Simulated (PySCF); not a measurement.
Predicted microwave data (PBE0-D3(BJ)/def2-SVP geometry optimisation, gas phase (PySCF 2.14.0)) for one isomer of C3H6BFO:

```
Rotational constants : A = 9117, B = 2018, C = 1671 MHz
Dipole components    : |μa| = 0.45 D, |μb| = 0.51 D, |μc| = 0.05 D
Inertial defect      : -3.47 u·Å²
κ                    : -0.91
```

Problem. Which structure is it? (One computed conformer of each.)
A. `[BH2:1]/[C:2]([F:3])=[CH:4]/[O:5][CH3:6]` with C2–C4–O5–C6 178°
B. `[CH2:1]=[C:2]([F:3])[O:4][BH:5][CH3:6]` with C1–C2–O4–B5 172°, C2–O4–B5–C6 179°

Solution. B. It is C=C(F)OBC, a near-prolate asymmetric top. The candidates at the same level (rigid rotor, commonest isotopes):

```csv
SMILES,A (MHz),B (MHz),C (MHz),μa (D),μb (D),μc (D),Δ (u·Å²),point group,rotor
B/C(F)=C/OC,8497,2066,1680,3.96,1.72,0.03,-3.30,near Cs,asymmetric top
C=C(F)OBC,9117,2018,1671,0.45,0.51,0.05,-3.47,near Cs,near-prolate asymmetric top
```

`B/C(F)=C/OC` has A 7 % too low. No structure here is proved a minimum.
